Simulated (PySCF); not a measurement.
Excitations are Tamm–Dancoff values on a coarser integration grid. The basis has no diffuse functions, so Rydberg states are missing or too high.

# H4GeS, SMILES `[SH][GeH3]` (charge 0, multiplicity 1)

Level of theory: r2SCAN-D4/def2-TZVP (PySCF 2.14.0).

* **HOMO**: -6.36 eV
* **dipole moment**: 1.30 D
* **LUMO**: -0.60 eV
* **HOMO–LUMO gap**: 5.77 eV
* **S1 excitation (TDA)**: 5.89 eV
* **S1 oscillator strength**: 0.018
* **T1 excitation (TDA)**: 5.29 eV
* **S1–T1 gap (TDA)**: 0.61 eV
* **total energy**: -2477.5861 Ha
* **cost**: around 2.4 core-minutes (rough)

```xyz
6

S      1.5710    -0.4435     0.5527
Ge    -0.5511     0.0237     0.0714
H      2.0517     0.0735    -0.5909
H     -0.9826    -0.6990    -1.2104
H     -0.7436     1.5359    -0.0954
H     -1.3454    -0.4906     1.2727
```
Charge 0, spin multiplicity 1.
